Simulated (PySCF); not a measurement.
Compound: C3H10P2Si.
Numbering: `[PH2:1][Si:2]1([PH2:3])[CH2:4][CH2:5][CH2:6]1`

NICS = −σ at a ghost point: NICS(0) at the centroid of the ring atoms, NICS(1) 1 Å to either side along the normal of their mean plane, zz for the tensor component along that normal. Level: GIAO PBE0/pcSseg-1 (PySCF, non-relativistic, gas phase) on the GFN2-xTB geometry, one conformer.

Ring bond lengths (Å), with Mayer bond orders in brackets: Si2–C4 1.928 (0.91), C4–C5 1.538 (1.01), C5–C6 1.538 (1.01), C6–Si2 1.928 (0.92).

Task: Give the NICS values of each ring in ppm.

Result: 
| ring | type | NICS(0) | NICS(1), two faces | NICS(1)zz, two faces | rms pucker (Å) | centre to ring atoms, mean (Å) |
| --- | --- | --- | --- | --- | --- | --- |
| Si2–C4–C5–C6 | 4-membered ring with Si; formal bonds all single | 1.2 | -0.2 / -0.2 | 5.7 / 5.2 | 0.04 | 1.22 |

Task: What can be read from them?

Result: 
- Si2–C4–C5–C6: mean NICS(1)zz 5.4 ppm, deshielded. Si2, C4, C5, C6 have four or more neighbours; no verdict on aromaticity is drawn.

Task: At the first NICS(1) probe listed for ring Si2–C4–C5–C6, 1 Å off the ring, what do the in-plane components average?

Result: The isotropic value is a third of the trace: (3 × -0.2 − (5.7))/2 = -3.2 ppm.

Conformer computed: `[PH2:1][Si:2]1([PH2:3])[CH2:4][CH2:5][CH2:6]1`: H–P1–Si2–P3 -134°, H–P1–Si2–P3 -41°, H–P3–Si2–P1 -142°, H–P3–Si2–P1 -50°.
